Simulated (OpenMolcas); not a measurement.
## Cl IV: effect of the IPEA shift

```
Program             : OpenMolcas
Basis               : ANO-RCC-VQZP [6s5p3d2f1g]
Scalar Hamiltonian  : DKH2, point nucleus
Active space        : 4 electrons in 9 orbitals (RAS2 3s 3p; RAS3 3d, at most 2 electrons)
State averaging     : 2S+1 = 3 even, 6 roots; 2S+1 = 1 even, 12 roots; 2S+1 = 5 odd, 1 root; 2S+1 = 3 odd, 9 roots; 2S+1 = 1 odd, 8 roots
Spin-orbit coupling : state interaction with AMFI integrals over the reference wave functions, term energies averaged over their components
```

Methods on the same reference wave functions:
A. RASSCF
B. MS-RASPT2, IPEA 0 Eh, imaginary shift 0.1 Eh (closed shells correlated: 2s 2p)
C. MS-RASPT2, IPEA 0.25 Eh, imaginary shift 0.1 Eh (closed shells correlated: 2s 2p)

Energies in cm⁻¹ above 3s² 3p² ³P₀, the measured ground level; measured values from Moore, Atomic Energy Levels, vol. I, NSRDS-NBS 35 (1971 reprint of NBS Circular 467, 1949).

| Level | A | B | C | Measured |
| --- | --- | --- | --- | --- |
| 3s² 3p² ³P₀ | 0.0 | 0.0 | 0.0 | 0.0 |
| 3s² 3p² ³P₁ | 425 | 430 | 430 | 491 |
| 3s² 3p² ³P₂ | 1186 | 1190 | 1190 | 1341 |
| 3s² 3p² ¹D₂ | 16067 | 13830 | 13850 | 13766 |
| 3s² 3p² ¹S₀ | 35945 | 32670 | 32780 | 32550 |
| 3s 3p³ ⁵S°₂ | 67041 | 70510 | 70490 |  |
| 3s 3p³ ³D°₁ | 102890 | 102940 | 103030 |  |
| 3s 3p³ ³D°₂ | 102909 | 102960 | 103050 |  |
| 3s 3p³ ³D°₃ | 102966 | 103020 | 103100 |  |
| 3s 3p³ ³P°₂ | 121731 | 120650 | 120800 | 120256 |
| 3s 3p³ ³P°₁ | 121754 | 120680 | 120820 | 120274 |
| 3s 3p³ ³P°₀ | 121761 | 120680 | 120830 |  |
| 3s 3p³ ¹D°₂ | 134886 | 132920 | 133040 |  |

Deviations, from unrounded energies. A percentage is the sum of absolute deviations over the sum of measured energies, with the sign that they share, or ± where signs differ.

| Against measurement | Levels | A | B | C |
| --- | --- | --- | --- | --- |
| mean absolute deviation (cm-1) | 6 | 1500 | 200 | 270 |
| fine structure of the ground term (%) | 2 | -12.1 | -11.6 | -11.6 |
| other terms of the ground configuration (%) | 2 | +12.3 | +0.4 | +0.7 |
| other configurations (%) | 2 | +1.2 | +0.3 | +0.5 |

B lies closest to measurement on these levels and A furthest from it. The largest miss of B in the table is 3s 3p³ ³P°₁, by +400 cm-1. The ranking rests on the paired levels alone, and a cruder setting can come out closer through cancelling errors.

Between B and C the level of the table that moves most is 3s 3p³ ³P°₀, by 150 cm-1 (lowest in B, highest in C). Moves below CASPT2's spread within the term are not significant.

From A to B the spin-free energies of the other terms of 3s² 3p² shown, above ³P, scale by factors of 0.85 to 0.91.

The lowest spin-free term lies below A's lowest term by 0.069 hartree in B, 0.069 hartree in C.

CASPT2 does not keep the components of a term degenerate, so their means are used; among the terms shown or strongly mixed into the levels shown the widest spread is 23 cm-1 (3s 3p³ ³D°, C). Configurations are named by rounded mean occupations; where the s occupation lies near a half they are strongly mixed, a name can repeat and a true partner stay unpaired. Some terms take much of their weight from 3d, a shell meant for correlation, so their names are nominal. Some terms mix strongly with configurations of 3d, whose occupation reaches 0.52 (3s 3p³ ³D°, 3s 3p³ ³P°, 3s 3p³ ¹D°). Computed and measured levels are paired by configuration, term and J; levels that our copy of the source lacks, or whose pairing is in doubt (as where it misses far off the trend of its configuration), stay unpaired and out of the deviations. Only configurations of the active space appear. Levels that lie high or do not pair safely by name in every column are left out.

° marks odd parity.
